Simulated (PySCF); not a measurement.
# Ionisation energy of Gd⁵²⁺ by level of theory

Gd⁵²⁺ [Ne] 3s2 (1S) → Gd⁵³⁺ [Ne] 3s1 (2S), as a difference of total energies. Calculation: PySCF 2.14, in an uncontracted even-tempered set (17 s from 13 bohr⁻², ratio 2.5; 12 p from 17 bohr⁻², ratio 2.5; 4 d from 60 bohr⁻², ratio 2.7; 4 f from 90 bohr⁻², ratio 2.7); the spin-free X2C one-electron Hamiltonian (Gaussian nucleus). Correlated levels: outer shells: 1s2 frozen; virtual orbitals above 40 to 60 times the deepest correlated orbital energy dropped. The calculations carry no spin-orbit coupling.

| method | ionisation energy (eV) |
| --- | --- |
| UHF | 4915.8 |
| LDA | 4920.5 |
| PBE | 4923.8 |
| PBE0 | 4922.1 |
| r2SCAN | 4915.4 |
| TPSS | 4921.1 |
| BP86 | 4923.1 |
| MP2 (outer shells) | 4919.2 |
| SCS-MP2 (outer shells) | 4919.7 |

How much does correlation contribute at MP2 (outer shells)?

4919.2 − (4915.8) = 3.4 eV, measured against UHF.

Breit and QED terms and the two-electron picture change are absent.

For comparison: 4914 ± 4 eV (theoretical estimate listed by NIST; NIST Atomic Spectra Database, ionization energies).
